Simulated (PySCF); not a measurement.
C4H7ClSSi.
Geometry (GFN2-xTB, Å), atoms numbered from 1 in this order:
```
atom  x, y, z in Å
C1     2.630    1.302    0.286
C2     1.619    0.275    0.333
C3     0.786   -0.597    0.365
Si4   -0.558   -1.848    0.510
Cl5   -0.036   -3.312    1.786
S6    -2.290   -0.845    1.312
C7    -2.451    0.486    0.081
H8     2.542    1.871   -0.639
H9     3.620    0.851    0.333
H10    2.507    1.978    1.133
H11   -0.894   -2.392   -0.801
H12   -1.527    1.052    0.037
H13   -2.682    0.060   -0.890
H14   -3.266    1.120    0.411
```

Computed with TDDFT CAM-B3LYP/def2-SVPD, vertical, gas phase, core orbitals frozen in the response (PySCF).

Ground-to-excited transition dipoles (e·a0, same axes as the geometry; the sign carries no meaning), for the states with f of 0.002 or more among the lowest 8:

```
state  E (hartree)      μx      μy      μz
   S1       0.1960   0.141   0.143   0.030
   S3       0.2190  -0.256  -0.069  -0.157
   S4       0.2262   0.233   0.138  -0.025
   S5       0.2290   0.003  -0.159  -0.005
   S6       0.2412  -0.065  -0.170  -0.059
   S7       0.2481   0.212   0.054   0.000
   S8       0.2597  -0.035  -0.122  -0.264
```

Question: Work out the oscillator strengths.

Answer: f = (2/3) ΔE |μ|² with ΔE in hartree (27.2114 eV).

```
state  |μ|² (au)  |μ| (D)      f
   S1      0.041     0.52  0.005
   S3      0.095     0.78  0.014
   S4      0.074     0.69  0.011
   S5      0.025     0.40  0.004
   S6      0.036     0.49  0.006
   S7      0.048     0.56  0.008
   S8      0.086     0.75  0.015
```

Question: What angle do the transition dipoles of S3 and S4 make?

Answer: |cos θ| = |μa·μb| / (|μa| |μb|) = 0.78, so θ ≈ 39° (taken between 0 and 90°, since the signs are arbitrary).

Question: How is the summed strength of these states shared among x, y and z?

Answer: (2/3) Σ ΔE μα² gives 0.029 for x, 0.018 for y and 0.016 for z, 0.063 in all.

One conformer stands for the species.
